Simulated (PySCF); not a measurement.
C$_{4}$H$_{10}$Al (SMILES C[CH2][Al+][CH2]C), charge +1, singlet, at a GFN2-xTB geometry (such geometries of metal compounds can be far from the true shape), with bond 7-3 at 1.8 times its length; PySCF with PBE/6-31G.

Here is a job for PySCF.
```python
from pyscf import gto, scf, dft

mol = gto.Mole()
mol.atom = '''
    Al   -0.090231    0.013567    0.200253
    C     1.518544   -0.834484    0.986570
    C     1.700641   -2.303655    0.526085
    H     1.444172   -0.801543    2.088628
    H     2.416701   -0.250324    0.717068
    H     1.820727   -2.373430   -0.554883
    H     0.171286   -3.416595    1.046543
    H     2.592689   -2.719166    0.990879
    C    -1.701969    0.862062   -0.579492
    C    -1.404928    2.259193   -1.182369
    H    -2.476671    0.956783    0.202820
    H    -2.126542    0.206698   -1.361026
    H    -0.674443    2.201083   -1.989088
    H    -1.025488    2.948190   -0.427982
    H    -2.322868    2.678597   -1.589697
'''
mol.basis = '6-31g'
mol.charge = 1
mol.spin = 0
mol.verbose = 4
mol.build()

mf = dft.RKS(mol)
mf.xc = 'pbe'
mf.kernel()
mo_i, mo_e, stable_i, stable_e = mf.stability(internal=True, external=True, return_status=True, nroots=6, tol=1e-6)
print('internally stable:', stable_i, ' externally stable:', stable_e)
if not stable_e:
    umf = mf.to_uhf() if not hasattr(mf, 'xc') else mf.to_uks()
    umf.scf_summary = {}
    umf.kernel(umf.make_rdm1(mo_e, umf.mo_occ))
```

It wrote (shortened):

```
PySCF version 2.14.0

[INPUT] verbose = 4
[INPUT] num. atoms = 15
[INPUT] num. electrons = 46
[INPUT] charge = 1
[INPUT] spin (= nelec alpha-beta = 2S) = 0
[INPUT] symmetry False subgroup None
[INPUT] Mole.unit = angstrom
[INPUT] Symbol           X                Y                Z      unit          X                Y                Z       unit  Magmom
[INPUT]  1 Al    -0.090231000000   0.013567000000   0.200253000000 AA   -0.170511877946   0.025637914332   0.378423325623 Bohr   0.0
[INPUT]  2 C      1.518544000000  -0.834484000000   0.986570000000 AA    2.869632268102  -1.576946215332   1.864347102712 Bohr   0.0
[INPUT]  3 C      1.700641000000  -2.303655000000   0.526085000000 AA    3.213745726206  -4.353277035485   0.994156568242 Bohr   0.0
[INPUT]  4 H      1.444172000000  -0.801543000000   2.088628000000 AA    2.729089556765  -1.514696747062   3.946934896098 Bohr   0.0
[INPUT]  5 H      2.416701000000  -0.250324000000   0.717068000000 AA    4.566903014963  -0.473043802406   1.355062132690 Bohr   0.0
[INPUT]  6 H      1.820727000000  -2.373430000000  -0.554883000000 AA    3.440675377601  -4.485132675826  -1.048576901177 Bohr   0.0
[INPUT]  7 H      0.171286000000  -3.416595000000   1.046543000000 AA    0.323683628972  -6.456428828558   1.977679647581 Bohr   0.0
[INPUT]  8 H      2.592689000000  -2.719166000000   0.990879000000 AA    4.899472136172  -5.138479027229   1.872489932583 Bohr   0.0
[INPUT]  9 C     -1.701969000000   0.862062000000  -0.579492000000 AA   -3.216255282500   1.629061082395  -1.095081171376 Bohr   0.0
[INPUT] 10 C     -1.404928000000   2.259193000000  -1.182369000000 AA   -2.654929144733   4.269256032535  -2.234353588176 Bohr   0.0
[INPUT] 11 H     -2.476671000000   0.956783000000   0.202820000000 AA   -4.680229890653   1.808057830640   0.383274252584 Bohr   0.0
[INPUT] 12 H     -2.126542000000   0.206698000000  -1.361026000000 AA   -4.018581972385   0.390602610495  -2.571966388412 Bohr   0.0
[INPUT] 13 H     -0.674443000000   2.201083000000  -1.989088000000 AA   -1.274512556630   4.159444047436  -3.758831557659 Bohr   0.0
[INPUT] 14 H     -1.025488000000   2.948190000000  -0.427982000000 AA   -1.937891464028   5.571271663181  -0.808768766244 Bohr   0.0
[INPUT] 15 H     -2.322868000000   2.678597000000  -1.589697000000 AA   -4.389584343516   5.061814728082  -3.004091951043 Bohr   0.0

nuclear repulsion = 193.913473459465
number of shells = 47
number of NR pGTOs = 174
number of NR cGTOs = 69
basis = 6-31g
ecp = {}

******** <class 'pyscf.dft.rks.RKS'> ********
method = RKS
initial guess = minao
damping factor = 0
level_shift factor = 0
DIIS = <class 'pyscf.scf.diis.CDIIS'>
diis_start_cycle = 1
diis_space = 8
diis_damp = 0
SCF conv_tol = 1e-09
SCF conv_tol_grad = None
SCF max_cycles = 50
direct_scf = True
direct_scf_tol = 1e-13
XC library pyscf.dft.libxc version 7.1.2
    S. Lehtola, C. Steigemann, M. J. T. Oliveira, and M. A. L. Marques,  SoftwareX 7, 1–5 (2018)
XC functionals = pbe
    J. P. Perdew, K. Burke, and M. Ernzerhof,  Phys. Rev. Lett. 77, 3865 (1996)
    J. P. Perdew, K. Burke, and M. Ernzerhof,  Phys. Rev. Lett. 78, 1396 (1997)
    J. P. Perdew, K. Burke, and M. Ernzerhof,  Phys. Rev. Lett. 77, 3865 (1996)
    J. P. Perdew, K. Burke, and M. Ernzerhof,  Phys. Rev. Lett. 78, 1396 (1997)
radial grids:
    Treutler-Ahlrichs [JCP 102, 346 (1995); DOI:10.1063/1.469408] (M4) radial grids

becke partition: Becke, JCP 88, 2547 (1988); DOI:10.1063/1.454033
pruning grids: <function nwchem_prune>
grids dens level: 3
symmetrized grids: False
atomic radii adjust function: <function treutler_atomic_radii_adjust>
small_rho_cutoff = 0
Set gradient conv threshold to 3.16228e-05
Initial guess from minao.
tot grids = 173736
init E= -400.157106599612
cycle= 1 E= -399.928762465014  delta_E= 0.228  |g|= 0.638  |ddm|= 3.21
cycle= 2 E= -399.50208951747  delta_E= 0.427  |g|= 1.25  |ddm|= 2.12
cycle= 3 E= -400.035811759614  delta_E= -0.534  |g|= 0.275  |ddm|= 1.53
cycle= 4 E= -400.064665957147  delta_E= -0.0289  |g|= 0.0727  |ddm|= 0.355
cycle= 5 E= -400.066233790901  delta_E= -0.00157  |g|= 0.0283  |ddm|= 0.0955
cycle= 6 E= -400.066489464973  delta_E= -0.000256  |g|= 0.0083  |ddm|= 0.0416
cycle= 7 E= -400.066509023147  delta_E= -1.96e-05  |g|= 0.00184  |ddm|= 0.0121
cycle= 8 E= -400.066511104398  delta_E= -2.08e-06  |g|= 0.000306  |ddm|= 0.00373
cycle= 9 E= -400.066511149973  delta_E= -4.56e-08  |g|= 2.18e-05  |ddm|= 0.000449
cycle= 10 E= -400.066511150136  delta_E= -1.63e-10  |g|= 1.34e-05  |ddm|= 6.66e-05
Extra cycle  E= -400.066511149823  delta_E= 3.12e-10  |g|= 3.14e-05  |ddm|= 5.15e-05
converged SCF energy = -400.066511149823
rhf_internal: lowest eigs of H = [1.70850665 1.72270615 1.72966189 1.73649893 1.74509951 1.74843573]
<class 'pyscf.dft.rks.RKS'> wavefunction is stable in the internal stability analysis

WARN: QR decomposition removed 1 vectors.

rhf_real2complex: lowest eigs of H = [0.12529053 0.12657885 0.13666029 0.16408815 0.16537682 0.16943082]
<class 'pyscf.dft.rks.RKS'> wavefunction is stable in the real -> complex stability analysis
rhf_external: lowest eigs of H = [0.03998263 0.12165699 0.12275094 0.13281732 0.14736552 0.15007432]
<class 'pyscf.dft.rks.RKS'> wavefunction is stable in the RHF/RKS -> UHF/UKS stability analysis
internally stable: True  externally stable: True
```
